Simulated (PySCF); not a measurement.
Atoms are numbered as in `[CH2:1]=[N:2][NH:3][SiH2:4][F:5]`. Hydrogens are named by the atom that carries them. Ha(C1) is cis to N3; Hb(C1) is trans to N3.

Geometry: PBE0-D3(BJ)/def2-SVP; GIAO shifts from PySCF 2.14.0 with density-fitted response routines, gas phase, non-relativistic, averaged over equivalent atoms.

At B3LYP/pcSseg-2 (257 basis functions, 22 s wall time on 1 thread of an Arm Neoverse V1, shared host):
```csv
atoms,δ (ppm)
C1,128.1
N2,412.7
N3,135.5
Si4,-22.0
F5,-224.5
Ha(C1),6.67
Hb(C1),6.03
H(Si4),5.71
H(N3),5.39
```

δ = σ(ref) − σ, references computed at the same level: TMS for 13C (179.19 ppm), 29Si (324.61 ppm), 1H (31.39 ppm); NH3 for 15N (258.52 ppm); 19F (169.74 ppm) vs CFCl3.

Predict the values at WP04/pcSseg-2 on the same geometry.

## Answers


```
 atoms  δ at WP04/pcSseg-2  change
    C1               129.8    +1.7
    N2               399.3   -13.4
    N3               126.9    -8.6
   Si4               -31.7    -9.7
    F5              -218.1    +6.4
Ha(C1)                6.33   -0.34
Hb(C1)                5.97   -0.06
H(Si4)                4.98   -0.73
 H(N3)                5.38   -0.01
```

References, each an isolated molecule treated in the same way: 13C (σ = 172.10 ppm), 29Si (σ = 328.00 ppm), 1H (σ = 31.61 ppm) against TMS; 15N (σ = 244.72 ppm) vs NH3; CFCl3 for 19F (σ = 177.34 ppm).

The largest change is at N2 (imine nitrogen). Cost: 257 basis functions, 27 s wall time on 1 thread of an Arm Neoverse V1, shared host.

Unscaled 19F shifts against computed CFCl3 carry errors that often reach 10 to 50 ppm. Experimental scales use liquid or dissolved standards, which lie at an offset from isolated NH3 (liquid NH3: subtract about 20 ppm). Unscaled 15N shifts of sp2 nitrogen often come out too high even then, by a few to some tens of ppm.
